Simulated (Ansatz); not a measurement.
System: N$_{2}$ (charge 0, quintet). The spin state was set by rule; other spins were not relaxed. 
Structure (B3LYP-D3(BJ)/def2-TZVP (Ansatz, an electronic-structure program) minimum search):
```
N
N 1 1.5960
```
Charge 0, spin multiplicity 5.

Property: atomisation energy (electronic, to ground-state atoms), in kcal/mol. Cores are frozen in the correlated levels unless marked. Open shells are spin-unrestricted. No spin-orbit coupling. Non-relativistic. The coupled-cluster limit lacks core correlation, which all-electron functionals hold. Basis-set limits of correlation are two-point, X^-3; Hartree-Fock from the larger set (for Q and 5 zeta extrapolated as (X+1)exp(-9√X)).

```csv
level,program,atomisation energy (kcal/mol)
HF/def2-QZVPPD,Ansatz,-32.7
r2SCAN/def2-TZVPD,Ansatz,17.2
wB97X/def2-TZVPD,Ansatz,14.1
B2PLYP-D3(BJ)/def2-TZVPD,Ansatz + dftd3,13.7
```

Predict the CCSD(T)/CBS(cc-pVQZ,cc-pV5Z) result (Ansatz).

10.1 kcal/mol
